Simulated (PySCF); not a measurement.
## Exercise with solution: refractive index and permittivity of the vapour

H3O4V, SMILES [O]=[V]([OH])([OH])[OH], multiplicity 1.

Geometry: ωB97X-D3(BJ)/def2-SVP. The spin state was assumed, not searched. One conformer was computed; it need not be the lowest.

PBE0/def2-TZVP in PySCF gives a mean static polarisability of 45.9 bohr³ and a dipole moment of 1.81 D. Take an ideal gas at 298.15 K and 0.01 bar, whether or not the substance is that volatile.

Work out n − 1 in the optical limit and the static ε − 1.


Polarisability volume α' = 45.9 × 0.148185 = 6.80 Å³. Number density N = p/kT = 2.43e-7 Å⁻³.
Dilute limit of Lorentz–Lorenz: n − 1 = 2π N α' = 1.0e-5.
Orientation term of Debye: μ²/(3kT) = 8.098 Å³ × μ²(D²) = 26.53 Å³.
ε − 1 = 4π N (α' + μ²/3kT) = 0.00010. Orientation of the dipole supplies 80 % of the static response; it can't follow optical fields. Vibrational polarisation and dispersion are left out.
